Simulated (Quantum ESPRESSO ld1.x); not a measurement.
Results of a calculation; reference values are marked as such.
One sound ld1.x (Quantum ESPRESSO 7.5) input for neutral strontium gives E = -3180.28 hartree in 35 iterations:

```
 &input
    zed=38.0,
    iswitch=1,
    rel=2,
    dft='BLYP',
    config='[Kr] 5s2',
    lsmall=.true.,
    prefix='ld1',
    max_out_wfc=37,
    file_charge='ld1.rho',
 /
```

Changed or added lines, one case at a time, and what came of them:

- isic=1 latt=1: refused. The program stops in ld1_readin with "isic and latter correction not allowed": the two corrections exclude each other.
- dft='M06L': refused. The program stops in ld1_setup with "meta-GGA not implemented for fully-relativistic case": ld1.x has meta-GGAs only for rel = 0 or 1.
- rel=3: refused. The program stops in ld1_readin with "wrong rel": rel takes 0, 1 or 2.
- beta=0.005: harmless. The cycle still converges, in 197 iterations against 35.
- lsd=1: refused. The program stops in ld1_readin with "local spin density and spin-orbit not allowed": spin polarisation goes with rel = 0 or 1 alone.
- dft='LDA+U': refused. The program stops in set_dft_from_name with "LDA+U: unrecognized dft": the name is not a functional that the program knows.
- nspin=1: refused. The program stops in ld1_readin with "reading input namelist": the namelist holds a keyword that &input does not know.
